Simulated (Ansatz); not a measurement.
`O[SiH2][TeH]` + H–F → `F[SiH2][TeH]` + H₂O at 400 K and 1 bar (ligand exchange at the Si–O bond).

Program: Ansatz. Geometries: PBE0-D4/def2-TZVP. ΔE: electronic, gas phase. CBS: MP2 limit from def2 TZ/QZ plus the TZ coupled-cluster correction, frozen cores. This one scheme is used for every species. Elements past krypton have def2 core potentials. For Te outer-core shells are correlated without core-valence functions, which leaves a few kJ/mol of doubt a bond. Each species was taken in one conformer, which may not be the lowest.

```
       species  CCSD(T)/CBS energy (Eh)  H − E (kJ/mol)  S (J/(mol·K))
`O[SiH2][TeH]`               -634.44375           127.3          355.3
           H–F               -100.39570            36.5          182.2
`F[SiH2][TeH]`               -658.47489            95.0          340.0
           H₂O                -76.37941            69.8          198.6
```

H − E and S are ideal-gas, rigid-rotor, harmonic terms from PBE0-D4/def2-TZVP, for one conformer and one mirror image of each species. 1 Eh = 2625.50 kJ/mol, R = 8.31446 J/(mol·K).

By hand: ΔE, ΔH, ΔS and ΔG.

ΔE = (-658.47489) + (-76.37941) − (-634.44375) − (-100.39570) = -0.01485 Eh = -39.0 kJ/mol. Δ(H − E) = 95.0 + 69.8 − 127.3 − 36.5 = 1.0, so ΔH = -38.0 kJ/mol. ΔS = 340.0 + 198.6 − 355.3 − 182.2 = 1.1 J/(mol·K). ΔG = -38.0 − 400 × (1.1)/1000 = -38.4 kJ/mol.

By hand: the equilibrium constant, and the temperature at which ΔG would vanish if ΔH and ΔS stayed fixed.

log₁₀ K = −ΔG/(RT ln 10) = 5.0. ΔH and −TΔS have one sign here, so there is no such temperature.

The number of gas molecules stays the same, so ΔS is small and ΔH decides. A doubt of 5 kJ/mol in ΔE shifts log₁₀ K by 0.7 here. Other conformers and mirror images would add mixing entropy, several J/(mol·K) or more a flexible species. These are equilibria of isolated gas molecules and say nothing of rates. Largest T1 diagnostic: 0.011 (customary marks: 0.02 for closed shells, 0.045 for open ones).

ΔS is within the doubt of such terms, so its sign, and with it that verdict, could turn.
